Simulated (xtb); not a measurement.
F3S, SMILES F[S](F)F (connectivity only; charge and spin as stated), charge -1, multiplicity 1. All values are semi-empirical tight-binding results from xtb (GFN2-xTB unless named), good for trends rather than for accurate numbers. The structure is a stationary point at GFN2-xTB. The spin state was assumed, not searched. The isomer is the one that the SMILES or the coordinates give; other isomers of the formula were not compared.

Optimised geometry:

Bond lengths (Å): F1–S2 1.822, S2–F3 1.822, S2–F4 1.670. Bond angles (°): F1–S2–F3 174.2, F1–S2–F4 87.1, F3–S2–F4 87.1.
Charge -1, spin multiplicity 1.

Computed properties:
```
Property                                               Result
---------------------------------------------  --------------
point group as xtb finds it                               C2v
orbital gap                                           3.09 eV
zero-point energy                                3.4 kcal/mol
G − E(el) at 298.15 K (modified RRHO)          -13.8 kcal/mol
static polarisability (D4 model)                   32.4 bohr³
solvation energy, GFN2-xTB/ALPB(water)         -69.9 kcal/mol
solvation energy, GFN2-xTB/ALPB(acetonitrile)  -56.5 kcal/mol
```

Computed atomic charges and the Wiberg bond orders between heavy atoms:
charges (e) F1 -0.48, S2 0.24, F3 -0.48, F4 -0.28. Bond orders F1–S2 0.76, S2–F3 0.76, S2–F4 1.02.
